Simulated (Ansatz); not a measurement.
Cost and result for the atomization energy of `[AlH]1[SiH2][GeH2]1` (8 atoms, 8 bonds).

Total charge 0; spin multiplicity 1. Correlated methods include outer-core shells of Ge, which these sets cover unevenly. Scalar relativity is left out up to krypton. The geometry is a stationary point of PBE0-D4/def2-TZVP. Program: Ansatz. All runs use 2 threads of an Arm Neoverse V1 on a shared host. Times are those of one run each, without the atoms' runs, and a repeat can differ threefold. Electronic energies, without spin–orbit coupling; frozen cores. CCSD(T)/CBS adds CCSD(T) − MP2 in def2-TZVPP to the MP2 limit, and its time is that of the two runs behind it. T1 = 0.014. With those shells the extrapolation isn't a true limit. B3LYP takes the VWN-RPA correlation (the form of Gaussian; ORCA's B3LYP/G). HSE06 is the plane-wave form, built on full-range PBE exchange.

CCSD(T)/CBS is a level of theory with its own doubt, some kJ/mol a heavy atom from the limit and from the frozen cores, so smaller differences don't rank the functionals.

| level | functions | wall time |
| --- | --- | --- |
| LDA (SPW92)/def2-TZVPP | 202 | 1.6 s |
| BLYP-D4/def2-TZVPP | 202 | 2.7 s |
| revPBE-D4/def2-TZVPP | 202 | 2.8 s |
| CCSD(T)/def2-SVP | 93 | 3.5 s |
| PBE0-D4/def2-TZVPP | 202 | 4.5 s |
| BHLYP-D4/def2-TZVPP | 202 | 4.5 s |
| HSE06-D4/def2-TZVPP | 202 | 4.8 s |
| B3LYP-D4/def2-TZVPP (with forces) | 202 | 6.5 s |
| B2PLYP/def2-TZVPP | 202 | 7.5 s |
| B97M-V/def2-TZVPP | 202 | 15 s |
| MP2/def2-QZVPP | 379 | 25 s |
| CCSD(T)/def2-TZVPP | 202 | 70 s |
| CCSD(T)/CBS(def2) | – | 95 s |

What atomization energy does each give, and how far from CCSD(T)/CBS? (Estimate.)

The calculation gave: 
```tsv
level	atomization (kJ/mol)	difference from CCSD(T)/CBS	per bond
LDA (SPW92)/def2-TZVPP	2209.0	228.5	28.6
BLYP-D4/def2-TZVPP	1919.6	-60.9	-7.6
revPBE-D4/def2-TZVPP	1915.8	-64.7	-8.1
CCSD(T)/def2-SVP	1825.1	-155.4	-19.4
PBE0-D4/def2-TZVPP	1947.8	-32.7	-4.1
BHLYP-D4/def2-TZVPP	1931.7	-48.8	-6.1
HSE06-D4/def2-TZVPP	1948.1	-32.4	-4.0
B3LYP-D4/def2-TZVPP (with forces)	1949.2	-31.3	-3.9
B2PLYP/def2-TZVPP	1922.9	-57.6	-7.2
B97M-V/def2-TZVPP	2024.0	43.5	5.4
MP2/def2-QZVPP	1926.5	-54.0	-6.8
CCSD(T)/def2-TZVPP	1930.0	-50.5	-6.3
CCSD(T)/CBS(def2)	1980.5	0.0	0.0
```

Leaving LDA and LC-ωPBE aside and taking each functional with its dispersion term where it has one, the values spread over 108.2 kJ/mol, from revPBE-D4 to B97M-V. LDA lies +275.1 kJ/mol from PBE without D4, its usual overbinding. At CCSD(T), def2-SVP lies −155.4 kJ/mol from the extrapolated value and def2-TZVPP −50.5 kJ/mol: correlation converges slowly with the basis, and small sets miss more of it in the bonded molecule than in its fragments. In def2-TZVPP, CCSD(T) changes the Hartree–Fock value by +509.0 kJ/mol (the triples alone add +27.0 kJ/mol) and MP2 by +476.4 kJ/mol; breaking electron pairs costs correlation energy, which Hartree–Fock lacks.
